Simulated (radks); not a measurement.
Q: The mean radii <r> (bohr) of the occupied orbitals of an atom or ion are listed with their occupations. Calculated with a radial shooting solver on a logarithmic mesh with Libxc functionals: Dirac Kohn-Sham, exchange-only B88, spin-unpolarised, spherical densities, finite nucleus; Fermi nuclear charge, rms radius of each element as measured or else 0.836 A^(1/3) + 0.57 fm.

| orbital | occ. | <r> |
|---|---|---|
| 1s1/2 | 2 | 0.01835 |
| 2s1/2 | 2 | 0.07695 |
| 2p1/2 | 2 | 0.06365 |
| 2p3/2 | 4 | 0.07160 |
| 3s1/2 | 2 | 0.2006 |
| 3p1/2 | 2 | 0.1905 |
| 3p3/2 | 4 | 0.2053 |
| 3d3/2 | 4 | 0.1797 |
| 3d5/2 | 6 | 0.1842 |
| 4s1/2 | 2 | 0.4495 |
| 4p1/2 | 2 | 0.4546 |
| 4p3/2 | 4 | 0.4879 |
| 4d3/2 | 4 | 0.5048 |
| 4d5/2 | 6 | 0.5162 |
| 5s1/2 | 2 | 1.069 |
| 5p1/2 | 2 | 1.179 |
| 5p3/2 | 4 | 1.283 |
| 4f5/2 | 6 | 0.6034 |
| 4f7/2 | 8 | 0.6132 |
| 5d3/2 | 4 | 1.876 |

Name the element and its charge. Open shells, if any, fill j = l - 1/2 first.

A: Z = 74, tungsten, charge +2: W2+ in [Xe] 4f14 5d4. The 1s radius gives Z: for a bare nucleus <r> = (2 gamma + 1)/(2Z) with gamma = sqrt(1 - (Z/c)^2), 0.01813 bohr for Z = 74, and screening makes it slightly larger (0.01835 here). The occupations add up to 72, and the charge is Z minus that.
